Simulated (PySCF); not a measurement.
What builds the second ionisation energy along the 5d series

Calculated with PySCF 2.14 from differences of total energies of unrestricted determinants, without spin-orbit coupling. Each column adds one step, in eV (sums use unrounded values): valence MP2, valence CCSD, valence triples, then the next inner shell at CCSD(T) (Pt 5s 5p, Au 5s 5p, Hg 5s 5p). References (NIST) marked * lie between the lowest fine-structure levels; the others compare directly ((s) semi-empirical, (t) theoretical).

```csv
element,UHF,+ MP2,+ CCSD,+ (T),+ inner shell,sum,reference
"Pt [Xe] 4f14 5d9 → [Xe] 4f14 5d8 (x2c-TZVPPall, spin-free X2C)",16.940,1.737,-0.209,0.116,0.057,18.642,18.56 ± 0.12 *
"Au [Xe] 4f14 5d10 → [Xe] 4f14 5d9 (x2c-TZVPPall, spin-free X2C)",18.966,1.849,-0.330,0.095,-0.022,20.558,20.203 ± 0.025 *
"Hg [Xe] 4f14 5d10 6s1 → [Xe] 4f14 5d10 (x2c-TZVPPall, spin-free X2C)",17.097,1.416,-0.218,0.071,0.089,18.454,18.757
```

What remains against the references is mostly basis incompleteness and, for starred values, spin-orbit coupling.

These are valence bases, so the inner-shell step is incomplete.
